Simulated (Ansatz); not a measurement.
H$_{6}$O$_{3}$Si$_{2}$ (SMILES O[Si](O)(O)[SiH3]), singlet, at a GFN2-xTB geometry, with bond 8-4 at 1.8 times its length; CASSCF(4,4)/6-31G run with Ansatz (a first-principles code).

Input for Ansatz:
Ansatz 0.2 input:
```yaml
crystal:
  periodic: [false, false, false]
  atoms:
    - {symbol: O, position_ang: [-1.74495353, 0.03934298, 0.53594004]}
    - {symbol: Si, position_ang: [-0.30481327, -0.19052812, -0.19779657]}
    - {symbol: O, position_ang: [-0.46300870, 0.34336608, -1.73244483]}
    - {symbol: O, position_ang: [-0.06479031, -1.80332721, -0.27830848]}
    - {symbol: Si, position_ang: [1.39672019, 0.87304096, 0.90634657]}
    - {symbol: H, position_ang: [-2.01163861, -0.54829209, 1.23524026]}
    - {symbol: H, position_ang: [-1.00543824, 1.10519180, -1.90808220]}
    - {symbol: H, position_ang: [0.85449889, -2.45260350, -1.56944263]}
    - {symbol: H, position_ang: [1.47891382, 0.50085036, 2.32604036]}
    - {symbol: H, position_ang: [1.26744104, 2.33713105, 0.88312659]}
    - {symbol: H, position_ang: [2.72011941, 0.57892052, 0.33808628]}
basis:
  gaussian:
    orbitals: 6-31G
hamiltonian:
  xc: hf
magnetization: {spin_polarized: false}
correlation: {active_space: {window: {electrons: 4, orbitals: 4}}}
```

The log (banner, timings and long lists left out):

```
Functional definition: HF
697 factors; integrals over basis functions are off by at most 2.6e-4 eV
mean field evaluation 1: about -21916.7407 eV, gradient 5.5e1 eV
mean field evaluation 2: about -21916.7522 eV, gradient 5.5e1 eV
mean field evaluation 4: about -21923.1975 eV, gradient 4.9e0 eV
mean field evaluation 8: about -21923.3071 eV, gradient 1.3e-1 eV
mean field -21923.30728886 eV, -805.6666827143 hartree, gradient 2.7e-6 eV, S^2 0.000000; 0 other end points of the search recorded, 0 dependent functions left out
reference -21923.30728886 eV, -805.6666827143 hartree; 29, 29 occupied and 36, 36 virtual orbitals, 697 factors
state -21925.68969802 eV, -805.7542346360 hartree
Total energy: -21925.68969802 eV, -805.7542346360 hartree
```
